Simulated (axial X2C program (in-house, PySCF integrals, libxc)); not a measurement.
# Curves of InCl⁺ by EOM-IP-CCSD

Computed with an in-house all-electron X2C program for linear molecules (integrals from PySCF): two-component X2C with atomic mean-field Coulomb and Gaunt terms, Gaussian nuclei, basis In dyall-cv3z, Cl dyall-av3z with contracted cores.

Energies in eV from the lowest point of the lowest state; states are followed by energy order within each Ω. Reference: InCl, 20 electrons correlated in 94 virtual spinors with an MP2 remainder; levels at this size can be off by some tenths of an eV. Masses 114.904 and 34.969 u.

```
R (Å)  (1)Ω=1/2  (1)Ω=3/2  (2)Ω=1/2  (3)Ω=1/2
2.231    0.0166    2.0360    2.1138    4.3918
2.328    0.0000    1.5206    1.5967    3.9733
2.425    0.0664    1.1471    1.2224    3.7072
2.534    0.1806    0.8511    0.9264    3.5670
2.643    0.2940    0.6512    0.7280    3.5723
2.789    0.4026    0.4879    0.5733    3.7579
```

Fit the curves (1)Ω=1/2, (3)Ω=1/2 near their minima.

At EOM-IP-CCSD from InCl (the fit fixes ωe to about one per cent; ωe of higher roots by this method can be off by ten per cent):

```json
{"state": "(1)Ω=1/2", "Te (cm⁻¹)": "0", "Re (Å)": "2.291", "ωe (cm⁻¹)": "337.5"}
{"state": "(3)Ω=1/2", "Te (cm⁻¹)": "28710", "Re (Å)": "2.584", "ωe (cm⁻¹)": "335.3"}
```

For InCl at CCSD, and between the minima:

Re = 2.421 Å, ωe = 310.2 cm⁻¹; removing the electron costs 9.564 eV without zero-point terms.

No minimum in range: (1)Ω=3/2, (2)Ω=1/2; the order of states may turn beyond it. T1 of the reference reaches 0.012 (Lee–Taylor). Curves followed by order can swap character. Number of frozen shells: In 4 s, 3 p, 1 d; Cl 2 s, 1 p. Roots with under 60 % one-particle weight at any point are counted in the labels but not shown, and the list ends where the roots sought for some Ω run out; states that need a further excitation are missing and may lie low or lowest. Curves with a minimum but no constants failed the fit check.
